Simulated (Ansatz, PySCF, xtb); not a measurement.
Dimer: NH3 (SMILES N) (first 4 atoms) with CH4O (SMILES CO); geometry from B3LYP-D3(BJ)/def2-TZVP, rigid monomers moved along the line of their centres of mass till N1···H10 is 2.23 Å.
(charge 0, multiplicity 1):
```xyz
10

N      0.022    -0.124     0.076
H     -0.345    -0.959    -0.366
H     -0.359     0.677    -0.414
H      1.027    -0.119    -0.063
C      0.292     0.024     3.965
O     -0.859    -0.046     3.154
H      0.949    -0.848     3.839
H     -0.034     0.049     5.006
H      0.886     0.928     3.776
H     -0.575    -0.068     2.220
```

Monomers are frozen at their geometry in the pair; levels with a basis set take the counterpoise correction.

Cores are frozen in the correlated methods.

Run with Ansatz (Gaussian basis) for Hartree–Fock, density functionals and correlated methods; PySCF for the dispersion terms; xtb for the GFN methods. 

Problem. What is the computed interaction energy (CCSD(T)/aug-cc-pVDZ)?

Solution. -5.7 kcal/mol

Problem. Predict the interaction energy from GFN2-xTB.

Solution. -4.4 kcal/mol

Problem. Estimate the interaction energy that B3LYP-D3(BJ)/def2-TZVPPD returns for this input.

Solution. -6.4 kcal/mol

Ansatz is a first-principles code.
